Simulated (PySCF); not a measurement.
# Telling isomers of C6H12F2OSi apart by NMR

- shielding tensors at PBE0/pcSseg-1 (GIAO)
- coordinates at the GFN2-xTB level
- run in PySCF
- relativity neglected, gas phase, averaged over atoms made equivalent by symmetry, fast rotation or ring inversion, one computed conformer

Scale: TMS for $^{1}$H (σ = 31.72 ppm) and $^{13}$C (σ = 186.93 ppm) (reference shieldings calculated alike). Splittings of carbon signals by F and P are missing where no couplings were computed. Where no couplings were computed, multiplicities follow the n + 1 count of equivalent neighbours, and m marks all less simple cases (inequivalent or close neighbours, rings, F or P nearby). Shifts are as computed. Against solution values, carbons near 30 ppm lie about +3 ppm off and those near 130 ppm about +5 ppm. Of 1211 compounds with measured shifts, 218 miss one by over three times the rms of a fit or turn the order of signals round; such compounds aren't used in these exercises.

(1) Tabulate the signals of `CC(C)[C@@H]([SiH3])C(=O)C(F)F`, `CO[C@](C)(/C=C(\C)F)[SiH2]F` and their relative energies.

(2) What is the quickest way to tell CC(C)[C@@H]([SiH3])C(=O)C(F)F from CO[C@](C)(/C=C(\C)F)[SiH2]F?

Results:

(1) 
```tsv
SMILES	carbon types	δC	δH	E rel. (kcal/mol)
CC(C)[C@@H]([SiH3])C(=O)C(F)F	1×C 3×CH 2×CH3	212.0, 119.1, 42.6, 36.7, 25.5, 21.2	5.70 (m, 1H), 4.16 (d, 3H), 3.31 (m, 1H), 2.00 (m, 1H), 1.56 (d, 3H), 1.12 (d, 3H)	15.3
CO[C@](C)(/C=C(\C)F)[SiH2]F	2×C 1×CH 3×CH3	174.3, 108.6, 72.9, 49.1, 19.8, 18.3	5.04 (m, 1H), 4.89 (m, 1H), 4.82 (m, 1H), 3.39 (s, 3H), 2.32 (m, 3H), 1.23 (s, 3H)	0.0
```

Energies are electronic energies at PBE0/pcSseg-1 on these geometries, without zero-point or thermal terms, each for the one conformer computed, which needn't be the lowest.

(2) Both give the same number of carbon signals, but DEPT or the intensities differ. The first has an sp3 CH bonded to Si, α to a carbonyl at 42.6 ppm, the second an allylic fully substituted sp3 carbon bonded to O and Si (C) at 72.9 ppm. Their most deshielded carbons lie at 212.0 and 174.3 ppm. In the proton spectra the most deshielded non-exchanging signals are 5.70 (m, 1H) and 5.04 (m, 1H).
